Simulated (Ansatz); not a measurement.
C4H5 (SMILES [CH]1[C@@H]2C[C@H]12), doublet, at a GFN2-xTB geometry. Base run: CCSD(T)/3-21G (Ansatz, an electronic-structure program).

Input for Ansatz:
Ansatz 0.2 input:
```yaml
crystal:
  periodic: [false, false, false]
  atoms:
    - {symbol: C, position_ang: [-0.01104778, 1.15299217, 0.29268087]}
    - {symbol: C, position_ang: [0.00606920, -1.07161673, 0.36284337]}
    - {symbol: C, position_ang: [0.77792320, 0.05175663, -0.24703001]}
    - {symbol: C, position_ang: [-0.77530873, 0.03948149, -0.25730269]}
    - {symbol: H, position_ang: [-0.01656875, 2.16285392, -0.07926104]}
    - {symbol: H, position_ang: [-0.00045853, -1.14950133, 1.44290558]}
    - {symbol: H, position_ang: [0.01698984, -2.03272552, -0.13990186]}
    - {symbol: H, position_ang: [1.48440418, 0.00352078, -1.05567554]}
    - {symbol: H, position_ang: [-1.47018212, -0.01982922, -1.07521641]}
basis:
  gaussian:
    orbitals: 3-21G.json
magnetization: {spin_polarized: true, initial_magnetization: 1}
correlation: {method: ccsd_t}
```
The basis file holds 3-21G in the JSON format of the Basis Set Exchange.

Each row names what was changed in the base input (with any setting that the change needs).

```
change                    ΔE vs base (mEh)  MP2 correlation (Eh)  CC correlation without the perturbative part (Eh)  basis functions
------------------------  ----------------  --------------------  -------------------------------------------------  ---------------
base                                 0.000              -0.33813                                           -0.37388               46
diis_vectors = 2                     0.000              -0.33813                                           -0.37388               46
electrons = all                          ?                     ?                                                  ?               46
accuracy = high                     -0.014              -0.33814                                           -0.37389               46
method = mp2                             ?              -0.33813                                                  -               46
method = bccd_t                     -0.025              -0.33813                                           -0.37327               46
method = bccd                            ?              -0.33813                                           -0.37327               46
lower_state_search = off             0.000              -0.33813                                           -0.37388               46
diis_vectors = 4                    -0.001              -0.33813                                           -0.37388               46
method = rpa                         0.615                     -                                                  -               46
```

Question: Fill in the missing entries.

Answer: 
- electrons = all, ΔE vs base (mEh): -6.328
- electrons = all, MP2 correlation (Eh): -0.34478
- electrons = all, CC correlation without the perturbative part (Eh): -0.38009
- method = mp2, ΔE vs base (mEh): 47.815
- method = bccd, ΔE vs base (mEh): 12.667
